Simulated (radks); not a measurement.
All-electron atom: Tb56+ in [He] 2s2 2p5.

Calculated with a radial shooting solver on a logarithmic mesh with Libxc functionals: Dirac Kohn-Sham, LB94 model potential, spin-unpolarised, spherical densities, finite nucleus; open shells fill j = l - 1/2 first; Fermi nuclear charge, rms radius 5.06 fm.

Energy parts (eV):
| part | energy |
|---|---|
| kinetic | 241190.77 |
| electron-nucleus | -468909.93 |
| Hartree | 15804.48 |
(The LB94 potential has no energy functional, so no total or exchange-correlation energy is given.)

Orbitals (lengths in bohr, moments of r in powers of bohr; <r^-3> diverges for s and p1/2; r(max) is where P^2 peaks; r(90%) holds 90 % of the orbital's charge):
orbital  occ.  eigenvalue (eV)  <r^-3>  r(90%)   r(max)  <1/r>
1s1/2       2        -56809.09       -  0.0388  0.01363  73.22
2s1/2       2        -13056.21       -   0.138  0.07671  17.89
2p1/2       2        -12726.32       -   0.121  0.05757  17.86
2p3/2       3        -11933.34   11070   0.130  0.06336  15.72

The highest occupied level is 2p3/2 at -11933.3 eV. The electron density at the nucleus is 6.69e+05 e/bohr^3. For comparison, the ionisation energy in NIST's Atomic Spectra Database is 11957 eV (theoretical). In exact Kohn-Sham theory the highest level is minus the ionisation energy, but local and semilocal functionals leave it too shallow, through self-interaction and a potential that decays too fast; potentials with the right tail come closer. The density falls to 0.001 e/bohr^3 at r = 0.35 bohr.

Beside tabulated values, note that spin-unpolarised runs miss the spin-polarisation part of the exchange energy of open shells.
